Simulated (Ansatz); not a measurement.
Ansatz (a first-principles code) job for silylphosphine cation (H5PSi), SMILES [SiH3]P (connectivity only; charge and spin as stated), charge +1, multiplicity 2, B3LYP-D3(BJ)/def2-TZVP. 

Ansatz 0.2 input:
```yaml
crystal:
  periodic: [false, false, false]
  atoms:
    - {symbol: Si, position_ang: [-1.20810412, 0.01478100, -0.00000000]}
    - {symbol: P, position_ang: [1.16283303, -0.07549608, 0.00000000]}
    - {symbol: H, position_ang: [-1.48165231, -0.68551557, 1.25025194]}
    - {symbol: H, position_ang: [-1.48165232, -0.68551558, -1.25025194]}
    - {symbol: H, position_ang: [-1.40880185, 1.46454613, -0.00000000]}
    - {symbol: H, position_ang: [1.92153433, 0.41599615, 1.05258795]}
    - {symbol: H, position_ang: [1.92153433, 0.41599615, -1.05258795]}
basis:
  gaussian:
    orbitals: def2-TZVP
hamiltonian:
  xc: b3lyp
  dispersion: d3bj
total_charge: 1
magnetization: {spin_polarized: true, initial_magnetization: 1}
relax: {f_tol: 0.002, max_steps: 200}
```

Log of the run:

```
WARN ansatz: RAYON_NUM_THREADS=1 ignored (pool sized by the plan → 1); use --threads N
Functional definition: B3LYP
integrals: 0.03 GiB planned
763 factors; their error is unknown
mean field: 0.38 GiB planned
mean field evaluation 1: about -17239.4183 eV, gradient 1.3e1 eV
mean field evaluation 2: about -17240.1477 eV, gradient 8.2e0 eV
mean field evaluation 4: about -17240.4857 eV, gradient 2.8e-1 eV
mean field evaluation 8: about -17240.5164 eV, gradient 7.9e-3 eV
mean field evaluation 16: about -17240.5164 eV, gradient 1.3e-5 eV
mean field -17240.51639572 eV, -633.5772915008 hartree, gradient 1.3e-5 eV, S^2 0.754242; 0 other end points of the search recorded, 0 dependent functions left out
the calculation of the forces begins
reference -17240.51664990 eV, -633.5773008419 hartree; 17, 16 occupied and 87, 88 virtual orbitals, 763 factors
relax step   1: F+E_penalty+E_count = -17240.74689633 eV  Δ(F+E_penalty+E_count) = +0.000e0 eV  max|allowed force component| = 5.848e-1 eV/Å  Δτ_max = 0.0000 Å  (28 SCF iters, accepted)
these checks for a lower state are left out or cut short: starts, cluster_reference, orbital_swaps, neighbouring_geometries, increment
integrals: 0.03 GiB planned
763 factors; their error is unknown
mean field: 0.38 GiB planned
mean field -17240.56522484 eV, -633.5790859381 hartree, gradient 2.6e-5 eV, S^2 0.754196; 0 other end points of the search recorded, 0 dependent functions left out
the calculation of the forces begins
reference -17240.56547884 eV, -633.5790952723 hartree; 17, 16 occupied and 87, 88 virtual orbitals, 763 factors
relax step   2: F+E_penalty+E_count = -17240.79661457 eV  Δ(F+E_penalty+E_count) = -4.972e-2 eV  max|allowed force component| = 3.133e-1 eV/Å  Δτ_max = 0.0888 Å  (29 SCF iters, accepted)
these checks for a lower state are left out or cut short: starts, cluster_reference, orbital_swaps, neighbouring_geometries, increment
integrals: 0.03 GiB planned
763 factors; their error is unknown
mean field: 0.38 GiB planned
mean field evaluation 32: about -17240.5684 eV, gradient 1.7e-5 eV
mean field -17240.56840051 eV, -633.5792026418 hartree, gradient 1.7e-5 eV, S^2 0.754315; 0 other end points of the search recorded, 0 dependent functions left out
the calculation of the forces begins
reference -17240.56865390 eV, -633.5792119536 hartree; 17, 16 occupied and 87, 88 virtual orbitals, 763 factors
relax step   3: F+E_penalty+E_count = -17240.80072864 eV  Δ(F+E_penalty+E_count) = -4.114e-3 eV  max|allowed force component| = 4.053e-2 eV/Å  Δτ_max = 0.0280 Å  (30 SCF iters, accepted)
these checks for a lower state are left out or cut short: starts, cluster_reference, orbital_swaps, neighbouring_geometries, increment
integrals: 0.03 GiB planned
763 factors; their error is unknown
mean field: 0.38 GiB planned
mean field -17240.56879444 eV, -633.5792171185 hartree, gradient 1.7e-5 eV, S^2 0.754296; 0 other end points of the search recorded, 0 dependent functions left out
the calculation of the forces begins
reference -17240.56904792 eV, -633.5792264336 hartree; 17, 16 occupied and 87, 88 virtual orbitals, 763 factors
relax step   4: F+E_penalty+E_count = -17240.80099892 eV  Δ(F+E_penalty+E_count) = -2.703e-4 eV  max|allowed force component| = 8.440e-3 eV/Å  Δτ_max = 0.0103 Å  (26 SCF iters, accepted)
these checks for a lower state are left out or cut short: starts, cluster_reference, orbital_swaps, neighbouring_geometries, increment
integrals: 0.03 GiB planned
763 factors; their error is unknown
mean field: 0.38 GiB planned
mean field -17240.56888232 eV, -633.5792203480 hartree, gradient 9.0e-6 eV, S^2 0.754311; 0 other end points of the search recorded, 0 dependent functions left out
the calculation of the forces begins
reference -17240.56913583 eV, -633.5792296642 hartree; 17, 16 occupied and 87, 88 virtual orbitals, 763 factors
relax step   5: F+E_penalty+E_count = -17240.80102872 eV  Δ(F+E_penalty+E_count) = -2.979e-5 eV  max|allowed force component| = 5.770e-3 eV/Å  Δτ_max = 0.0046 Å  (25 SCF iters, accepted)
these checks for a lower state are left out or cut short: starts, cluster_reference, orbital_swaps, neighbouring_geometries, increment
integrals: 0.03 GiB planned
763 factors; their error is unknown
mean field: 0.38 GiB planned
mean field -17240.56888274 eV, -633.5792203635 hartree, gradient 6.9e-5 eV, S^2 0.754313; 0 other end points of the search recorded, 0 dependent functions left out
the calculation of the forces begins
reference -17240.56913625 eV, -633.5792296799 hartree; 17, 16 occupied and 87, 88 virtual orbitals, 763 factors
relax step   6: F+E_penalty+E_count = -17240.80103507 eV  Δ(F+E_penalty+E_count) = -6.352e-6 eV  max|allowed force component| = 9.462e-4 eV/Å  Δτ_max = 0.0023 Å  (23 SCF iters, accepted)
integrals: 0.03 GiB planned
763 factors; their error is unknown
mean field: 0.38 GiB planned
mean field evaluation 64: about -17240.5689 eV, gradient 1.0e-3 eV
mean field -17240.56888274 eV, -633.5792203635 hartree, gradient 6.9e-5 eV, S^2 0.754313; 1 other end points of the search recorded, 0 dependent functions left out
the calculation of the forces begins
reference -17240.56913625 eV, -633.5792296799 hartree; 17, 16 occupied and 87, 88 virtual orbitals, 763 factors
Total energy: -17240.80128858 eV, -633.5877611205 hartree
Atom 0 at    -1.153672     0.013653     0.000000 Å, force     0.000356     0.000946     0.000000 eV/Å
Atom 1 at     1.170182    -0.057948     0.000000 Å, force    -0.000436    -0.000024    -0.000000 eV/Å
Atom 2 at    -1.474468    -0.686195     1.250542 Å, force    -0.000184    -0.000088    -0.000336 eV/Å
Atom 3 at    -1.474468    -0.686195    -1.250542 Å, force    -0.000184    -0.000088     0.000336 eV/Å
Atom 4 at    -1.389423     1.469578     0.000000 Å, force    -0.000213    -0.000766    -0.000000 eV/Å
Atom 5 at     1.873770     0.405949     1.124083 Å, force     0.000331     0.000010     0.000075 eV/Å
Atom 6 at     1.873770     0.405949    -1.124083 Å, force     0.000331     0.000010    -0.000075 eV/Å
Dipole moment:     0.267551     0.065839    -0.000000 e Å
```

The calculation finished and met its thresholds.
